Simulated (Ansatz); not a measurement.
`[NH2][In]([NH2])[OH]` and `[NH2][InH][OH]` differ in one atom or group.

Ansatz, PBE0-D4/def2-TZVP geometries, multiplicity 1. Each molecule was computed in one conformer, which needn't be the lowest.

Elements past krypton have def2 core potentials.

```
                                      property  `[NH2][In]([NH2])[OH]`
         LUMO energy (ωB97M-V/def2-TZVPP) / eV                    0.64
            LUMO energy (PBE0/def2-TZVPP) / eV                   -1.05
       HOMO–LUMO gap (ωB97M-V/def2-TZVPP) / eV                   10.07
          HOMO–LUMO gap (PBE0/def2-TZVPP) / eV                    6.02
zero-point energy (PBE0-D4/def2-TZVP) / kJ/mol                   165.3
size of the dipole moment (PBE/def2-TZVPP) / D                    2.53
```

(1) Give the same properties after the change, and the shifts. (An estimate is asked.)

Results:

(1) Ansatz gave: 
```
                                      property  `[NH2][InH][OH]`  shift
         LUMO energy (ωB97M-V/def2-TZVPP) / eV              0.59  -0.05
            LUMO energy (PBE0/def2-TZVPP) / eV             -0.79   0.26
       HOMO–LUMO gap (ωB97M-V/def2-TZVPP) / eV             10.09   0.02
          HOMO–LUMO gap (PBE0/def2-TZVPP) / eV              6.33   0.31
zero-point energy (PBE0-D4/def2-TZVP) / kJ/mol             115.4  -49.9
size of the dipole moment (PBE/def2-TZVPP) / D              1.71  -0.82
```

With PBE0 the HOMO falls by 0.06 eV and the LUMO rises by 0.26 eV, so the gap widens by about 0.32 eV. PBE moves the HOMO by -0.08 eV and ωB97M-V by -0.07 eV. The zero-point energy changes by -49.9 kJ/mol with -6 modes. Dipoles are sizes alone; their direction can turn.
